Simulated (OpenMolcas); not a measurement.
What CH3ClF2Si (SMILES C[Si](F)(F)Cl) costs in OpenMolcas

CH3ClF2Si: 8 atoms, total charge 0, spin state singlet. As SMILES, `C[Si](F)(F)Cl`. Geometry: relaxed at PBE0-D4/def2-TZVP.

```csv
atom,x (Å),y (Å),z (Å)
C,-0.8085,-0.2990,0.5122
Si,0.6906,0.1514,-0.4392
F,1.9870,-0.4723,0.2191
F,0.6162,-0.4156,-1.9142
Cl,0.9631,2.1585,-0.5609
H,-0.9171,-1.3854,0.5498
H,-0.7402,0.0804,1.5334
H,-1.6988,0.1248,0.0441
```

Program: OpenMolcas 26.06. Hardware: 1 thread of Intel Xeon 6975P-C (Granite Rapids), shared host, so times are rough. Two-electron integrals are exact unless an approximation is named.

Q: Estimate their order by wall time, quickest first.
A. energy at MP2/def2-SVP, 13 core orbitals frozen
B. gradient at HF/STO-3G
C. energy at CCSD(T)/def2-SVP, 13 core orbitals frozen
D. energy at B2PLYP/def2-SVP, 13 core orbitals frozen, grid UltraFine

A: B (1.4 s), A (6 s), D (17 s), C (63 s).
